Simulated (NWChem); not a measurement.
Molecule: aminoborane (BNH4); SMILES NB

All runs: NWChem. Pople sets run with spherical d functions. STO-3G and 3-21G are far too small for this property and stand as cheap habits. All runs use the structure optimised with PBE0/def2-SVP. Field at 589 nm.

```csv
level,isotropic polarisability (bohr³),anisotropy (bohr³)
B3LYP/STO-3G,10.4,10.9
B3LYP/6-31G*,20.0,14.1
B3LYP/def2-SVP,21.7,12.9
B3LYP/def2-SVPD,27.3,9.6
B3LYP/aug-cc-pVDZ,28.1,9.1
B3LYP/def2-TZVPD,27.9,9.1
```
